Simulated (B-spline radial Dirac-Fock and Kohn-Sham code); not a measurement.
**Cl²⁺ 3p1/2: cross section and angular parameters**

System: Cl²⁺, configuration [Ne] 3s2 3p3; threshold 36.40 eV (orbital energy of the model). Calculated with a radial finite-basis atomic code, using Dirac-Hartree-Slater photoionisation with a Latter tail; cross sections with all multipoles, angular parameters from the dipole term and its interference with E2.

```
hν (eV)    σ (kb)      β       γ       δ
     60       261  0.747   0.064  -0.007
   91.5       222  1.331  -0.012  -0.002
   97.7       211  1.382  -0.017  -0.002
    100       207  1.398  -0.018  -0.001
    133       144  1.543  -0.018   0.002
    163       103  1.597  -0.003   0.004
    166       100  1.600  -0.001   0.004
    193      75.9  1.620   0.016   0.005
    244      48.1  1.628   0.052   0.006
    400      16.3  1.577   0.155   0.010
    510      9.20  1.527   0.218   0.013
    562      7.25  1.504   0.246   0.015
    867      2.35  1.375   0.383   0.024
    909      2.06  1.358   0.399   0.026
    910      2.06  1.358   0.399   0.026
    959      1.78  1.340   0.417   0.028
   1000      1.58  1.324   0.432   0.029
   1420     0.574  1.185   0.552   0.045
   1940     0.222  1.049   0.655   0.064
 2984.4    0.0561  0.854   0.791   0.102
   3990         ?      ?       ?       ?
   4000    0.0211  0.724   0.877   0.136
   4040    0.0204  0.719   0.880   0.138
 5414.7   0.00746  0.598   0.963   0.180
   9160   0.00114  0.411   1.116   0.276
   9690  0.000927  0.394   1.133   0.288
  12000  0.000421  0.332   1.202   0.337
  14000  0.000237  0.291   1.255   0.375
  15000  0.000183  0.274   1.280   0.393
```

Q: Give the values at 3990 eV.

A: σ = 0.0213 kb, β = 0.725, γ = 0.876, δ = 0.136.
